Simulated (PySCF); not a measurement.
C4H7BO, SMILES CCB(O)C#C.

The structure is a stationary point at B3LYP-D3(BJ)/def2-SVP. This is a generated structure with no PubChem entry under its InChIKey; it may be hypothetical. Other conformers were not sampled.

Calculation: B3LYP-D3(BJ)/def2-SVP run with PySCF.

No scaling factor is applied to the harmonic values.

| mode | ν (cm⁻¹) | IR (km/mol) | Raman (Å⁴/amu) | depolarisation | moving atoms (share of kinetic energy) |
|---|---|---|---|---|---|
| 1 | 36 | 0.2 | 0.4 | 0.71 | H 45 %, C 41 %, O 14 % |
| 2 | 126 | 0.3 | 5.3 | 0.75 | C 64 %, H 23 %, O 8 % |
| 3 | 182 | 1.4 | 3.6 | 0.75 | H 55 %, C 29 %, B 9 % |
| 4 | 235 | 0.3 | 3.7 | 0.75 | H 55 %, C 35 % |
| 5 | 260 | 0.4 | 4.9 | 0.74 | C 64 %, H 21 %, O 10 % |
| 6 | 375 | 6.4 | 1.0 | 0.75 | C 39 %, H 30 %, O 26 % |
| 7 | 487 | 11.6 | 2.5 | 0.74 | C 49 %, H 32 %, B 12 % |
| 8 | 574 | 11.7 | 2.7 | 0.34 | C 33 %, H 32 %, B 23 %, O 13 % |
| 9 | 647 | 1.8 | 6.4 | 0.07 | C 60 %, H 18 %, O 17 % |
| 10 | 670 | 115.1 | 1.7 | 0.56 | H 76 %, O 11 % |
| 11 | 709 | 35.4 | 1.7 | 0.69 | H 74 %, C 25 % |
| 12 | 760 | 30.7 | 0.5 | 0.49 | H 55 %, B 26 %, C 17 % |
| 13 | 767 | 21.1 | 1.6 | 0.75 | H 73 %, C 26 % |
| 14 | 932 | 62.5 | 7.3 | 0.39 | H 57 %, C 22 %, B 19 % |
| 15 | 981 | 1.2 | 1.0 | 0.74 | H 75 %, C 16 %, B 8 % |
| 16 | 1012 | 69.7 | 0.3 | 0.46 | H 76 %, C 12 % |
| 17 | 1058 | 5.4 | 3.3 | 0.51 | C 64 %, H 34 % |
| 18 | 1209 | 130.0 | 1.9 | 0.51 | H 55 %, B 31 %, C 10 % |
| 19 | 1249 | 15.1 | 5.4 | 0.73 | H 75 %, C 17 % |
| 20 | 1295 | 163.2 | 3.0 | 0.20 | B 32 %, C 30 %, H 27 %, O 11 % |
| 21 | 1400 | 7.9 | 4.5 | 0.74 | H 79 %, C 16 % |
| 22 | 1409 | 162.7 | 1.4 | 0.37 | B 46 %, H 24 %, C 17 %, O 13 % |
| 23 | 1423 | 30.8 | 17.4 | 0.72 | H 85 % |
| 24 | 1477 | 11.2 | 13.6 | 0.75 | H 96 % |
| 25 | 1480 | 6.8 | 15.9 | 0.73 | H 96 % |
| 26 | 2167 | 57.6 | 141.2 | 0.23 | C 90 %, H 9 % |
| 27 | 2991 | 16.8 | 117.5 | 0.16 | H 94 % |
| 28 | 3026 | 31.6 | 127.6 | 0.02 | H 97 % |
| 29 | 3064 | 12.3 | 137.8 | 0.49 | H 92 %, C 8 % |
| 30 | 3100 | 30.8 | 83.5 | 0.72 | H 91 %, C 9 % |
| 31 | 3110 | 30.7 | 40.2 | 0.66 | H 91 %, C 9 % |
| 32 | 3458 | 43.5 | 40.4 | 0.26 | H 86 %, C 14 % |
| 33 | 3831 | 63.3 | 122.8 | 0.28 | H 94 % |
